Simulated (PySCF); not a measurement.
Compound: C4H9FS2Si2.
Numbering: `[F:1]/[CH:2]=[C:3](/[SiH3:4])[SiH:5]1[S:6][CH2:7][CH2:8][S:9]1`

Definitions: NICS(0) = −σiso at the ring centroid; NICS(1) = −σiso and NICS(1)zz = −σzz at ±1 Å along the ring normal z. Level: GIAO PBE0/pcSseg-1 (PySCF, non-relativistic, gas phase) on the GFN2-xTB geometry, one conformer.

Ring bond lengths (Å), with Mayer bond orders in brackets: Si5–S6 2.148 (0.99), S6–C7 1.826 (1.00), C7–C8 1.510 (1.01), C8–S9 1.826 (1.00), S9–Si5 2.149 (0.99).

**Question.** Give the NICS values of each ring in ppm.

**Answer.** 
| ring | type | NICS(0) | NICS(1), two faces | NICS(1)zz, two faces | rms pucker (Å) | centre to ring atoms, mean (Å) |
| --- | --- | --- | --- | --- | --- | --- |
| Si5–S6–C7–C8–S9 | 5-membered ring with 2 S and Si; formal bonds all single | -9.2 | -5.4 / -4.8 | -4.7 / -4.8 | 0.23 | 1.56 |

**Question.** What do they say, and how far can they be read as aromaticity?

**Answer.** 
- Si5–S6–C7–C8–S9: mean NICS(1)zz -4.8 ppm, shielded. Si5, C7, C8 have four or more neighbours, so the value isn't read as a sign of a π ring current.

**Question.** What is the mean of the two in-plane components of NICS at the second NICS(1) probe listed for ring Si5–S6–C7–C8–S9, 1 Å off the ring?

**Answer.** The isotropic value is a third of the trace: (3 × -4.8 − (-4.8))/2 = -4.8 ppm.

**Question.** How shielded are the nuclei of the rings and their hydrogens (means over atoms taken as equivalent)?

**Answer.** 
```json
{"atoms": "Si5", "environment": "SiH silicon", "σ isotropic (ppm)": "338.6", "principal values of the symmetric part, first atom (ppm)": "295.9, 351.0, 368.9"}
{"atoms": "S6 (×2)", "environment": "sulfur bonded to C and Si", "σ isotropic (ppm)": "614.0", "principal values of the symmetric part, first atom (ppm)": "472.7, 587.1, 769.8"}
{"atoms": "C7 (×2)", "environment": "sp3 carbon bound to sulfur", "σ isotropic (ppm)": "144.6", "principal values of the symmetric part, first atom (ppm)": "115.2, 156.2, 167.5"}
{"atoms": "H on Si5", "environment": "Si–H hydrogen", "σ isotropic (ppm)": "25.97", "principal values of the symmetric part, first atom (ppm)": "21.3, 24.1, 32.6"}
{"atoms": "H on C7 (×2)", "environment": "methylene hydrogen", "σ isotropic (ppm)": "28.80", "principal values of the symmetric part, first atom (ppm)": "21.9, 26.4, 37.6"}
{"atoms": "H on C7 (×2)", "environment": "methylene hydrogen", "σ isotropic (ppm)": "28.60", "principal values of the symmetric part, first atom (ppm)": "23.7, 26.6, 35.7"}
```

Hardware: Arm Neoverse N1, one thread, shared host with 64 logical CPUs at a one-minute load of 61. Cost: 1.9 min of wall time (with the writing of density and orbital grids), 1.1 GiB resident at most. This is the whole shielding run at PBE0/pcSseg-1, SCF included.
